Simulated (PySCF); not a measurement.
# CsK⁺: frontier orbitals

PBE at R = 5.030 Å; PySCF, scalar-relativistic core potentials, basis sets Cs def2-SVPD with ECP46, K def2-SVPD. State: ²Σ⁺ (doublet), unpaired electrons σ ↑. Only the outer orbitals are listed, counted within each symmetry, core potentials removing the inner ones.

| spin | orbital | occ. | ε (eV) | on Cs (%) | main shells (%) |
| --- | --- | --- | --- | --- | --- |
| α | 5σ | 1 | -30.88 | 100 | 100 Cs s |
| α | 2π | 1 | -22.76 | 0 | 100 K p |
| α | 2π | 1 | -22.76 | 0 | 100 K p |
| α | 6σ | 1 | -22.73 | 0 | 100 K p |
| α | 3π | 1 | -17.41 | 100 | 100 Cs p |
| α | 3π | 1 | -17.41 | 100 | 100 Cs p |
| α | 7σ | 1 | -17.37 | 100 | 100 Cs p |
| α | 8σ | 1 | -5.95 | 56 | 42 Cs s, 39 K s, 10 Cs p |
| α | 9σ | 0 | -4.73 | 60 | 62 Cs s, 41 K s |
| α | 4π | 0 | -3.92 | 50 | 47 K p, 29 Cs d, 21 Cs p |
| α | 4π | 0 | -3.92 | 50 | 47 K p, 29 Cs d, 21 Cs p |
| β | 5σ | 1 | -30.85 | 100 | 100 Cs s |
| β | 2π | 1 | -22.71 | 0 | 100 K p |
| β | 2π | 1 | -22.71 | 0 | 100 K p |
| β | 6σ | 1 | -22.66 | 0 | 100 K p |
| β | 3π | 1 | -17.38 | 100 | 100 Cs p |
| β | 3π | 1 | -17.38 | 100 | 100 Cs p |
| β | 7σ | 1 | -17.30 | 100 | 100 Cs p |
| β | 8σ | 0 | -5.16 | 68 | 60 Cs s, 30 K s |
| β | 9σ | 0 | -4.24 | 49 | 51 K s, 46 Cs s |
| β | 4π | 0 | -3.05 | 69 | 52 Cs d, 28 K p, 18 Cs p |

**Question.** Which are the highest filled and the lowest empty level, where do they sit, and how wide is the gap?

**Answer.** Highest filled α 8σ at -5.95 eV (in %: 42 Cs s, 39 K s, 10 Cs p); lowest empty β 8σ at -5.16 eV (in %: 60 Cs s, 30 K s); the gap at PBE is 0.79 eV.

```
bond order (Mayer)                                                                                                : 0.49
⟨S²⟩                                                                                                              : 0.750
charge on Cs (Mulliken, basis-dependent)                                                                          : 0.44
charge on Cs (Löwdin, basis-dependent)                                                                            : 0.54
dipole moment (positive dipole points towards K; it is taken about the centre of mass and depends on that origin) : 4.70 D
polarisability along the bond                                                                                     : 384.2 bohr³
polarisability across the bond                                                                                    : 176.0 bohr³
```

Spin–orbit coupling is left out. The state is the lowest determinant that a PBE0 search found; another state may lie lower at other levels.
